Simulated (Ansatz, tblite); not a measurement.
Cost and result up the ladder for Si₃₃BNH₄₆, a doped nanocrystal cut from the lattice of silicon (B and N 2.4 A apart) (81 atoms). The state is a singlet with charge 0. Geometry: PBE-D4/def2-SVP.

Cartesian coordinates in Å:
```
Si -3.088 -3.987 1.922
Si -6.350 -1.871 1.309
Si -3.425 -0.719 3.403
Si -4.149 1.094 0.090
Si 0.050 -6.183 2.494
Si -0.120 -2.510 3.638
Si 1.840 -3.327 0.550
Si -2.303 0.464 -3.173
Si 1.165 -2.086 -2.895
Si -0.991 -1.021 0.171
Si -0.692 1.904 1.647
N 1.593 0.047 1.422
Si 0.866 1.427 -1.206
Si -2.110 3.812 -1.406
Si 1.168 5.289 -0.036
Si 3.990 -0.489 -1.067
Si 3.983 2.881 0.583
Si 6.496 2.294 -2.217
Si 3.154 4.163 -2.902
Si -5.058 -3.738 0.652
Si -1.913 -5.904 1.220
Si -1.866 -1.980 2.155
Si -2.892 -0.491 -1.109
Si -5.113 0.033 1.950
Si -2.634 2.807 0.658
Si 0.088 -2.801 -0.923
Si 1.244 -4.161 2.665
Si 2.880 -1.238 0.871
Si -0.854 2.219 -2.603
Si 2.202 -0.002 -2.514
B 0.308 0.516 0.538
Si 2.215 3.352 -0.893
Si -0.810 5.761 -1.219
Si 4.937 2.949 -3.856
Si 5.393 1.279 -0.403
H -3.536 -4.312 3.331
H -7.146 -2.313 2.514
H -7.332 -1.526 0.215
H -4.033 -1.672 4.407
H -2.795 0.414 4.169
H -5.245 1.656 -0.787
H -0.341 -6.620 3.884
H 0.943 -7.246 1.901
H -0.634 -2.942 4.989
H 0.733 -1.275 3.887
H 2.929 -4.172 -0.072
H -3.536 0.998 -3.862
H -1.647 -0.541 -4.086
H 2.214 -3.101 -3.286
H 0.179 -1.983 -4.029
H -1.096 1.338 2.994
H 0.208 3.072 1.999
H 1.235 -0.290 2.338
H 2.134 0.901 1.663
H -3.390 4.118 -2.151
H 0.877 5.162 1.436
H 2.149 6.424 -0.213
H 4.809 -1.689 -1.488
H 3.407 2.305 1.867
H 4.751 4.115 0.986
H 7.517 1.347 -2.799
H 7.223 3.512 -1.703
H 2.061 4.345 -3.927
H 3.714 5.533 -2.593
H -5.892 -4.978 0.871
H -4.716 -3.680 -0.813
H -2.803 -7.103 1.447
H -1.578 -5.849 -0.245
H -3.695 -1.754 -1.311
H -6.045 0.983 2.667
H -3.287 3.806 1.584
H -0.781 -4.002 -1.200
H 2.513 -4.362 3.463
H 3.789 -1.237 2.077
H -0.222 2.849 -3.823
H 2.685 0.590 -3.813
H -1.577 6.875 -0.548
H -0.430 6.222 -2.605
H 4.454 1.727 -4.589
H 5.637 3.840 -4.855
H 6.389 0.731 0.594
```

Ansatz on 11 threads of AMD EPYC 7R13 on a shared host and a whole NVIDIA H100 80GB HBM3; xTB runs through tblite on one thread. Times are rough, summed over both states, and most runs start from the orbitals of an earlier one. PBE0-D4/def2-TZVP serves as the yardstick here, not as an exact answer. The other state is a triplet.

The xTB rows come from tblite. Single mean-field runs in def2-TZVP are fitted with def2-universal-jkfit. HOMO above LUMO, or a gap near zero within one spin, warns that the state may not be the lowest or that an electron is smeared out.

xTB has no spin-polarisation term.

| level | functions | wall time | vertical triplet (eV) | difference from PBE0-D4/def2-TZVP (eV) | remarks |
| --- | --- | --- | --- | --- | --- |
| GFN1-xTB | 397 | 3.5 s | 2.41 | -1.48 | – |
| GFN2-xTB | 351 | 6 s | 2.59 | -1.30 | – |
| PBE-D4/def2-TZVP (with forces) | 1559 | 42 s | 3.36 | -0.53 | gap within one spin near zero (triplet) |
| PBE0-D4/def2-TZVP | 1559 | 83 s | 3.89 | 0.00 | – |
